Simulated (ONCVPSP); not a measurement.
**What one change does to a pseudopotential (iron, ONCV)**

ONCVPSP 4.0.1 input, shortened (lines: element, Z, core and valence counts, functional; n l f; lmax; l rc ep ncon nbas qcut; lloc lpopt rc5 dvloc0; l nproj debl; icmod fcfact rcfact), PBE, scalar-relativistic:

```
  Fe 26.00    3    4        4      upf
    1    0    2.00
    2    0    2.00
    2    1    6.00
    3    0    2.00
    3    1    6.00
    3    2    6.00
    4    0    2.00
    2
    0    1.10    0.00    5    9    8.40
    1    1.15    0.00    4    8   14.60
    2    1.25    0.00    4    8   12.40
    4    4    0.75    2.00
    0    2    0.90
    1    1    0.90
    2    1    3.20
    3    4.50    1.45
```

Change: s: ncon 4, nbas 8.

Cutoffs: the cutoffs (Ha) at which the residual kinetic energy of the hardest occupied pseudo-wave falls to 1 and 0.1 mHa per electron; they do not see the model core or the augmentation charge, which bear on the density cutoff. Errors are all-electron minus pseudo energies relative to the spin-unpolarised reference configuration.

Question: How do hardness, ghosts and transferability respond?

Answer: The potential gets softer (69 Ha and 176 Ha → 60 Ha and 125 Ha); the errors of the 4 common tests hardly move; neither file shows a bound ghost.

| quantity | base | changed |
| --- | --- | --- |
| cutoff, loose | 69 Ha | 60 Ha |
| cutoff, tight | 176 Ha | 125 Ha |
| loose cutoff by channel | s 69 Ha, p 32 Ha, d 60 Ha | s 34 Ha, p 32 Ha, d 60 Ha |
| bound ghosts | none | none |
| GHOST(+) flags under 300 eV | none | none |
| error for 3s2 3p6 3d6 4s1, meV [ΔE 8.73 eV] | -0.1 | -0.1 |
| error for 3s2 3p6 3d6 4s0, meV [ΔE 24.93 eV] | +0.8 | +0.7 |
| error for 3s2 3p6 3d5 4s0, meV [ΔE 59.16 eV] | -6.1 | -6.7 |
| error for 3s2 3p6 3d7 4s1, meV [ΔE -0.79 eV] | +0.1 | +0.1 |
| s: phases at 1.12 bohr within 0.05 rad from the reference energy up to (Ha; the scan ends near 5) | to the end of the scan | to the end of the scan |
| p: phases at 1.17 bohr within 0.05 rad from the reference energy up to (Ha; the scan ends near 5) | 3.2 | 3.2 |
| d: phases at 1.27 bohr within 0.05 rad from the reference energy up to (Ha; the scan ends near 5) | 2.7 | 2.7 |
| rms error of d²Exc/dni dnj with the model core, mHa | 1.49 | 1.62 |
